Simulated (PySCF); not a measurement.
dichloro(silyloxy)silane (Cl2H4OSi2), SMILES [SiH3]O[SiH](Cl)Cl. Atoms are numbered in the order given.

```xyz
9

Si    -2.2705    -0.4823     0.4489
O     -0.7868     0.0147     1.0554
Si     0.6779     0.3764     0.4334
Cl     0.4100     1.4718    -1.2824
Cl     1.6603    -1.3481    -0.0731
H     -2.0522    -1.3231    -0.7603
H     -3.0821     0.7126     0.0962
H     -2.9488    -1.2692     1.5096
H      1.4791     1.1400     1.4014
```
Charge 0, spin multiplicity 1.

Geometry: ωB97X-D3(BJ)/def2-SVP. One conformer was computed; it need not be the lowest.

The numbers are results of ωB97X-D3(BJ)/def2-SVP (PySCF 2.14.0), not measurements.

Frequencies are harmonic and unscaled.

| mode | ν (cm⁻¹) | IR (km/mol) | moving atoms (share of kinetic energy) |
|---|---|---|---|
| 1 | 26 | 0.6 | Cl 43 %, Si 32 %, O 14 %, H 11 % |
| 2 | 58 | 0.1 | H 98 % |
| 3 | 73 | 2.2 | Si 44 %, Cl 29 %, O 15 %, H 13 % |
| 4 | 185 | 2.5 | Cl 74 %, Si 14 %, O 10 % |
| 5 | 261 | 7.2 | O 58 %, Cl 29 % |
| 6 | 330 | 25.0 | Si 36 %, O 35 %, Cl 22 % |
| 7 | 524 | 37.6 | Si 48 %, Cl 45 % |
| 8 | 610 | 131.2 | Si 57 %, Cl 36 % |
| 9 | 658 | 8.6 | Si 55 %, H 28 %, O 12 % |
| 10 | 737 | 55.9 | H 84 %, Si 8 % |
| 11 | 745 | 46.0 | H 78 %, O 12 %, Si 10 % |
| 12 | 833 | 189.8 | H 88 %, Si 10 % |
| 13 | 859 | 255.3 | H 79 %, Si 15 % |
| 14 | 967 | 96.1 | H 96 % |
| 15 | 971 | 88.0 | H 96 % |
| 16 | 995 | 453.0 | H 79 %, Si 15 % |
| 17 | 1107 | 328.2 | O 70 %, Si 17 %, H 12 % |
| 18 | 2276 | 90.8 | H 97 % |
| 19 | 2285 | 105.2 | H 97 % |
| 20 | 2297 | 116.5 | H 97 % |
| 21 | 2368 | 90.1 | H 97 % |
